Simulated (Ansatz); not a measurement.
System: CCl2, charge 0, multiplicity 1. SMILES: Cl[C]Cl
Geometry: optimised at B3LYP-D3(BJ)/def2-TZVP (Ansatz, a quantum-chemistry and plane-wave program).

Quantity: vertical ionisation energy (to the doublet state of charge +1; each state is the SCF solution reached for its spin; for the singlet the Hartree-Fock reference is unstable and T1 is 0.021), in eV. Valence correlation only, unless marked. Open shells are spin-unrestricted. Spin-orbit coupling is left out. Non-relativistic. Basis-set limits of correlation are two-point, X^-3; Hartree-Fock from the larger set. [CCSD(T)-MP2]/basis is that difference in the basis named.

| level | program | vertical ionisation energy (eV) |
|---|---|---|
| PBE0/def2-TZVPD | Ansatz | 9.95 |
| CAM-B3LYP/def2-TZVPD | Ansatz | ___ |
| wB97M-V/def2-TZVPD | Ansatz | 10.11 |
| CCSD/aug-cc-pV(D+d)Z | Ansatz | ___ |
| RI-MP2/CBS(aug-cc-pV(T+d)Z,aug-cc-pV(Q+d)Z)+[CCSD(T)-MP2]/aug-cc-pV(T+d)Z | Ansatz | 10.18 |

### Question
What belongs in the gaps?

### Answer

- CAM-B3LYP/def2-TZVPD, vertical ionisation energy (eV): 10.09
- CCSD/aug-cc-pV(D+d)Z, vertical ionisation energy (eV): 9.96
